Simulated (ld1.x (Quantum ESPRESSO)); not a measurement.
**Reading a pseudo-wave (cobalt (Co))**

Columns: radius, all-electron u(r) and pseudo u(r) of the 4p shell (level -1.39 eV) of cobalt in the configuration [Ar] 3d7 4s2 4p0; LDA (PZ), scalar-relativistic, TM scheme, ld1.x (Quantum ESPRESSO) 7.5.

```json
{"r (bohr)": "0.132", "all-electron": "0.1044", "pseudo": "0.0020"}
{"r (bohr)": "0.265", "all-electron": "0.0130", "pseudo": "0.0079"}
{"r (bohr)": "0.398", "all-electron": "-0.1113", "pseudo": "0.0179"}
{"r (bohr)": "0.530", "all-electron": "-0.1718", "pseudo": "0.0317"}
{"r (bohr)": "0.663", "all-electron": "-0.1695", "pseudo": "0.0497"}
{"r (bohr)": "0.795", "all-electron": "-0.1272", "pseudo": "0.0715"}
{"r (bohr)": "0.928", "all-electron": "-0.0643", "pseudo": "0.0973"}
{"r (bohr)": "1.060", "all-electron": "0.0053", "pseudo": "0.1267"}
{"r (bohr)": "1.193", "all-electron": "0.0753", "pseudo": "0.1597"}
{"r (bohr)": "1.325", "all-electron": "0.1408", "pseudo": "0.1951"}
{"r (bohr)": "1.458", "all-electron": "0.2009", "pseudo": "0.2327"}
{"r (bohr)": "1.590", "all-electron": "0.2541", "pseudo": "0.2707"}
{"r (bohr)": "1.723", "all-electron": "0.3012", "pseudo": "0.3085"}
{"r (bohr)": "1.855", "all-electron": "0.3416", "pseudo": "0.3441"}
{"r (bohr)": "1.988", "all-electron": "0.3764", "pseudo": "0.3769"}
{"r (bohr)": "2.120", "all-electron": "0.4056", "pseudo": "0.4056"}
{"r (bohr)": "2.252", "all-electron": "0.4300", "pseudo": "0.4299"}
{"r (bohr)": "2.385", "all-electron": "0.4500", "pseudo": "0.4500"}
{"r (bohr)": "2.518", "all-electron": "0.4661", "pseudo": "0.4661"}
{"r (bohr)": "2.650", "all-electron": "0.4784", "pseudo": "0.4784"}
{"r (bohr)": "2.782", "all-electron": "0.4876", "pseudo": "0.4876"}
{"r (bohr)": "2.915", "all-electron": "0.4939", "pseudo": "0.4939"}
{"r (bohr)": "3.048", "all-electron": "0.4977", "pseudo": "0.4977"}
{"r (bohr)": "3.180", "all-electron": "0.4992", "pseudo": "0.4992"}
{"r (bohr)": "3.312", "all-electron": "0.4987", "pseudo": "0.4987"}
{"r (bohr)": "3.445", "all-electron": "0.4965", "pseudo": "0.4965"}
```

(1) How many radial nodes do the two functions have?

(2) At about which radius was the pseudo-wave matched?

(3) Where does each function peak?

(4) Is the pseudo-wave norm-conserving?

## Answers

(1) The all-electron 4p function has n − l − 1 = 2; the pseudo-wave has 0, since the states of the same l below it are removed with the core.

(2) 2.65 bohr. The columns agree to 0.0005 from 2.12 bohr on; several derivatives are matched, so the curves merge somewhat inside the radius.

(3) Outermost all-electron maximum near 3.18 bohr, pseudo maximum near 3.18 bohr (to the table’s step).

(4) Yes: the TM scheme keeps the norm inside the radius equal to the all-electron one, which fixes the energy derivative of the logarithmic derivative at the level.
